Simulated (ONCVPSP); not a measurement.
**He (Z = 2): from the effect back to the setting (ONCV)**

Base potential:

* Element: He (Z = 2)
* Generator: ONCVPSP 4.0.1
* Type: optimised norm-conserving Vanderbilt (ONCV)
* Functional: PBEsol
* Relativity: non-relativistic
* Frozen core: none
* Valence charge: 2
* Reference configuration: 1s2
* Partial waves: 1s: rc 0.70 bohr, ncon 4, nbas 8, qcut 8.9 1/bohr, 2 projectors, debl 1.9 Ha; p scattering state at 0.05 Ha: rc 0.70 bohr, ncon 4, nbas 8, qcut 11.4 1/bohr, 2 projectors, debl 3.1 Ha
* Local potential: polynomial inside 0.45 bohr (lpopt 3, dvloc0 2 Ha)
* Core correction: none

Cutoffs, loose and tight: the cutoffs (Ha) at which the residual kinetic energy of the hardest occupied pseudo-wave falls to 1 and 0.1 mHa per electron. They do not see the model core or the augmentation charge, which bear on the density cutoff. Test errors are all-electron minus pseudo excitation energies from the reference, over the configurations 1s1; 1s1.5; variants that change the core or the reference have their own tests.

Only the scale of all radii (base = 1) is moved:

```json
{"scale of all radii (base = 1)": "0.8", "cutoff, loose": "260 Ha", "cutoff, tight": "530 Ha", "bound ghosts": "none", "largest test error (meV)": "+14"}
{"scale of all radii (base = 1)": "0.89", "cutoff, loose": "186 Ha", "cutoff, tight": "428 Ha", "bound ghosts": "none", "largest test error (meV)": "+20"}
{"scale of all radii (base = 1)": "0.97", "cutoff, loose": "97 Ha", "cutoff, tight": "345 Ha", "bound ghosts": "none", "largest test error (meV)": "+27"}
{"scale of all radii (base = 1)": "1.06", "cutoff, loose": "61 Ha", "cutoff, tight": "281 Ha", "bound ghosts": "none", "largest test error (meV)": "+35"}
{"scale of all radii (base = 1)": "1.17", "cutoff, loose": "39 Ha", "cutoff, tight": "211 Ha", "bound ghosts": "s", "largest test error (meV)": "+47"}
{"scale of all radii (base = 1)": "1.26", "cutoff, loose": "36 Ha", "cutoff, tight": "122 Ha", "bound ghosts": "none", "largest test error (meV)": "+57"}
{"scale of all radii (base = 1)": "1.31", "cutoff, loose": "34 Ha", "cutoff, tight": "92 Ha", "bound ghosts": "none", "largest test error (meV)": "+63"}
```

Problem. One more run gave cutoff, loose: 78 Ha; cutoff, tight: 304 Ha; bound ghosts: none; largest test error (meV): +32. Which value of the scale of all radii (base = 1) was used?

Solution. 1.03. The loose cutoff moves one way along this sweep, from 260 Ha at 0.8 to 34 Ha at 1.31, which places the run between 0.97 and 1.06.
